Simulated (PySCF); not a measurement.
**Löwdin shares of the frontier orbitals**

Compound: C4H8OSe.
Geometry (PBE0-D3(BJ)/def2-SVP, Å), atoms numbered from 1 in this order:
```xyz
14
C4H8OSe angstrom
C      1.2134    0.8436    0.0080
C      1.3315   -0.6641   -0.1793
Se     0.1778   -1.6438    1.0493
C     -1.4550   -0.6644    0.5485
C     -1.1219    0.5420   -0.3159
O     -0.0939    1.3127    0.2376
H      1.6439    1.3429   -0.8856
H      1.8067    1.1561    0.8813
H      2.3588   -0.9931    0.0328
H      1.0979   -0.9759   -1.2072
H     -1.9171   -0.3361    1.4903
H     -2.1488   -1.3414    0.0282
H     -2.0082    1.1936   -0.3814
H     -0.8863    0.2269   -1.3509
```

Computed with PySCF, TDDFT PBE0/def2-SVPD, vertical, gas phase, core orbitals frozen in the response. Relativistic effects, spin–orbit coupling among them, are left out although an element past zinc is present.

Frontier orbitals with the atoms that hold most of them (Löwdin shares over 4%, at most four atoms; ? is withheld):

```json
{"orbital": "LUMO+2", "ε (eV)": "0.63", "atoms": "Se3 57%, C2 9%, C4 8%, O6 5%"}
{"orbital": "LUMO+1", "ε (eV)": "0.55", "atoms": "Se3 31%, C4 10%, C5 9%, H14 9%"}
{"orbital": "LUMO", "ε (eV)": "0.03", "atoms": "?"}
{"orbital": "HOMO", "ε (eV)": "-6.09", "atoms": "?"}
{"orbital": "HOMO-1", "ε (eV)": "-7.41", "atoms": "O6 47%, C1 10%, C5 8%, C4 8%"}
{"orbital": "HOMO-2", "ε (eV)": "-8.70", "atoms": "Se3 31%, O6 19%, C4 13%, C5 12%"}
{"orbital": "HOMO-3", "ε (eV)": "-9.27", "atoms": "O6 36%, Se3 27%, C2 13%, C4 5%"}
```

(1) Which atoms hold the HOMO, and with what shares?

(2) Which atoms hold the LUMO, and with what shares?

(3) How does S1 compare with the orbital gap of 6.12 eV?

(4) Give energy, strength and leading configuration of S1, S3 and S8, and follow the Löwdin shares of the leading atoms from the occupied to the empty orbital.

Results:

(1) Se3 (bonded to 2 C) 71%; C2 (bonded to C, Se and 2 H) 9%; C4 (bonded to C, Se and 2 H) 9%. By element: selenium 71%, carbon 18% or more.

(2) Se3 (bonded to 2 C) 63%; C2 (bonded to C, Se and 2 H) 10%; C4 (bonded to C, Se and 2 H) 7%. By element: selenium 63%, carbon 18% or more.

(3) S1 is at 4.58 eV (f = 0.0003), 1.53 eV below the gap, made of HOMO→LUMO (95%). Without the coupling terms of the response equations the lowest excitation would equal the gap.

(4) 
- S1 (4.58 eV, f 0.0003), HOMO→LUMO (95%): Se3 71% → 63%, C2 9% → 10%
- S3 (5.59 eV, f 0.020), HOMO→LUMO+1 (94%): Se3 71% → 31%, C2 9% → at most 9%, C4 9% → 10%
- S8 (6.85 eV, f 0.012), HOMO-1→LUMO+1 (89%): O6 47% → at most 9%, C1 10% → at most 9%, Se3 at most 8% → 31%, C4 8% → 10%

Löwdin shares depend on the basis, the more so with diffuse functions.

One conformer stands for the species.
